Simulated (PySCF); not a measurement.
# Adding and removing an electron: MgSn

ROHF; basis Mg aug-cc-pVDZ, Sn aug-cc-pVDZ-PP with ECP28; scalar-relativistic core potentials; PySCF 2.14. Neutral (ROHF): triplet (π ↑↑), Re = 3.031 Å, ωe = 123 cm⁻¹, De = 0.20 eV, HOMO -6.69 eV, LUMO -0.68 eV.

MgSn⁻ (ROHF): quartet (σ ↑, π ↑↑), Re = 3.283 Å, ωe = 98.8 cm⁻¹, De = 0.33 eV to Mg + Sn⁻. The energies at the minima are -412.94741 hartree for MgSn and -412.98988 for MgSn⁻.

**Question.** Work out the adiabatic electron affinity, without and with harmonic zero-point energies (1 hartree = 27.2114 eV, 1 eV = 8065.5 cm⁻¹), and the change of the bond length.

**Answer.** At ROHF: 0.04247 hartree = 1.156 eV between the minima; the zero-point term (123.0 − 98.8)/2 cm⁻¹ = +0.002 eV makes it 1.157 eV. Re changes by +25.2 pm against the neutral. The electron enters a σ orbital; the charge polarises the partner, so the anion is bound more strongly.

These are scalar-relativistic numbers at best; spin–orbit coupling would shift them, the dissociation energy most. For an ion De counts to the pair picked by the measured ionisation energies or electron affinities, which need not be the lowest pair at this level. UHF is strongly spin-contaminated for MgSn, so the ROHF reference used there is far from stable. Hartree–Fock leaves out correlation, which carries a large part of most bond energies and some tenths to 1 eV of ionisation energies. States were picked by a PBE0 search and need not be the measured ground states.
